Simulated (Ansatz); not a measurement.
Born–Oppenheimer molecular dynamics of CH8AlNO (12 atoms, charge 0, multiplicity 1). It starts from a rough guess of a transition structure, not a stationary point.

Computed with UHF/6-31G in Ansatz.

```yaml
ensemble: NVE (velocity Verlet)
time_step: 0.5 fs
steps_asked: 150
starting_velocities_drawn_for: 600 K
seed: 168159
```

First frame:

```xyz
12
Properties=species:S:1:pos:R:3
Al -0.587 1.154 1.129
N 0.497 -0.605 0.269
C -0.198 -1.566 -0.569
H -2.094 1.132 0.822
H -0.052 1.724 2.450
H 0.737 0.525 -0.413
O 0.578 1.783 -0.599
H 1.372 -0.978 0.617
H -0.416 -2.490 -0.024
H -1.147 -1.127 -0.883
H 0.381 -1.823 -1.463
H 0.928 2.272 -1.336
```

Q: How far do the bonds stretch over the last three quarters of this one trajectory? (Pairs bonded in most of those frames.)

A: 
```
  bond  mean (Å)  spread (Å)  shortest  longest
Al1–N2     2.137       0.165      1.92     2.41
Al1–H4     1.614       0.049      1.54     1.71
Al1–H5     1.630       0.067      1.53     1.75
Al1–O7     1.818       0.144      1.59     2.01
 N2–C3     1.489       0.033      1.44     1.54
 N2–H6     1.026       0.086      0.90     1.16
 N2–H8     1.006       0.029      0.95     1.06
 C3–H9     1.084       0.030      1.04     1.13
C3–H10     1.087       0.042      1.02     1.15
C3–H11     1.081       0.007      1.07     1.09
O7–H12     0.961       0.017      0.93     0.99
```

Mean temperature of the second half: 1257 K. The conserved energy stayed within 0.68 meV per atom of its start (net change -0.54 meV per atom), so the integration is sound. The system heated up, since it started high on the potential surface and ran downhill. A run of 0.075 ps of so small a system gives no equilibrium averages. The orbitals stay closed-shell, which can raise the energy where a bond breaks towards radicals; this wasn't checked here. Limits of this set-up: no polarisation functions.

Run time: 12 min on 1 thread of Intel(R) Xeon(R) Processor @ 2.50GHz (Skylake/Cascade Lake) (shared host), peak memory 0.13 GiB.
